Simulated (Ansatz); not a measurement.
One change: `CC1=CC(C(F)(F)F)=[O+][Ti-]([F])([F])([Cl])[O]1` becomes `CC1=CC(C(F)(F)F)=[O+][Ti-]([OH])([OH])([Cl])[O]1`.

Ansatz, PBE0-D4/def2-TZVP geometries, multiplicity 1. Each molecule was computed in one conformer, which needn't be the lowest.

Scalar relativity is left out up to krypton.

| property | `CC1=CC(C(F)(F)F)=[O+][Ti-]([F])([F])([Cl])[O]1` |
| --- | --- |
| HOMO energy (B3LYP/def2-TZVPP) / eV | -8.29 |
| HOMO–LUMO gap (PBE0/def2-TZVPP) / eV | 5.25 |
| LUMO energy (PBE0/def2-TZVPP) / eV | -3.25 |
| HOMO–LUMO gap (PBE/def2-TZVPP) / eV | 3.28 |
| size of the dipole moment (ωB97M-V/def2-TZVPP) / D | 6.05 |
| HOMO energy (PBE0/def2-TZVPP) / eV | -8.50 |

Problem. What does the change do to each property? (Best estimate.)

Solution. Computed: 
```
                                          property  `CC1=CC(C(F)(F)F)=[O+][Ti-]([OH])([OH])([Cl])[O]1`  shift
               HOMO energy (B3LYP/def2-TZVPP) / eV                                               -7.83   0.46
              HOMO–LUMO gap (PBE0/def2-TZVPP) / eV                                                5.31   0.06
                LUMO energy (PBE0/def2-TZVPP) / eV                                               -2.73   0.52
               HOMO–LUMO gap (PBE/def2-TZVPP) / eV                                                3.33   0.05
size of the dipole moment (ωB97M-V/def2-TZVPP) / D                                                5.11  -0.94
                HOMO energy (PBE0/def2-TZVPP) / eV                                               -8.03   0.47
```

With PBE0 the HOMO rises by 0.47 eV and the LUMO rises by 0.52 eV, so the gap widens by about 0.05 eV. PBE moves the HOMO by 0.47 eV and ωB97M-V by 0.45 eV. Dipoles are sizes alone; their direction can turn.

B3LYP here is the variant with VWN-RPA as its local correlation; programs differ in this.
